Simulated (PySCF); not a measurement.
# How the method changes the shape and vibrations of BFH2NSi

All numbers below are calculated, not measured. They come from PySCF 2.14.0, an open-source quantum chemistry program, on an isolated molecule that a program drew, which may never have been made. The molecule is BFH2NSi (charge 0, doublet), drawn as the SMILES string `FB=N[SiH2]`.

The geometry was optimised and harmonic frequencies were computed with HF and MP2, all in the cc-pV(D+d)Z basis, for the commonest isotopes, with a restricted reference for singlets and an unrestricted one otherwise, and a frozen core in MP2. Each result is a local minimum of its method.

Geometry at the HF minimum:
```xyz
6
BFH2NSi, angstrom
F    -1.2170   -1.4402   -2.3570
B    -0.6652   -1.3247   -1.2000
N    -0.1406   -1.2103   -0.0797
Si    0.7146   -1.1014    1.3885
H     0.1446   -2.0279    2.3960
H     0.6808    0.2855    1.9118
```

Lengths of the bonds as drawn, in Å (atoms numbered as above):
| bond | HF | MP2 |
|---|---|---|
| F1-B2 | 1.287 | 1.310 |
| B2-N3 | 1.242 | 1.270 |
| N3-Si4 | 1.703 | 1.718 |
| Si4-H5 | 1.483 | 1.485 |
| Si4-H6 | 1.483 | 1.485 |

Rotational constants, in GHz:
```
constant,HF,MP2
A,133.7,131.3
B,2.206,2.143
C,2.185,2.124
```

Harmonic frequencies in cm^-1, each column in rising order, so a row needn't be the same motion in every method:
| rank | HF | MP2 |
|---|---|---|
| 1 | 111 | 93 |
| 2 | 124 | 110 |
| 3 | 507 | 434 |
| 4 | 510 | 439 |
| 5 | 587 | ? |
| 6 | 771 | 729 |
| 7 | 848 | 791 |
| 8 | 1010 | 964 |
| 9 | 1216 | 1150 |
| 10 | 2208 | 2078 |
| 11 | 2285 | 2249 |
| 12 | 2292 | 2272 |

**Estimate the missing MP2 frequency from the HF column.**

A single factor s that minimises the squared misfit of MP2 against s times HF over the other rows is sum(HF x MP2) / sum(HF^2) = 0.9645, with an rms misfit of 38 cm^-1. For rank 5 it gives 0.9645 x 587 = 566 cm^-1. The calculation gives 555 cm^-1, 11 cm^-1 below the estimate. The drawn bonds are on average 1.0 % longer in MP2 than in HF.
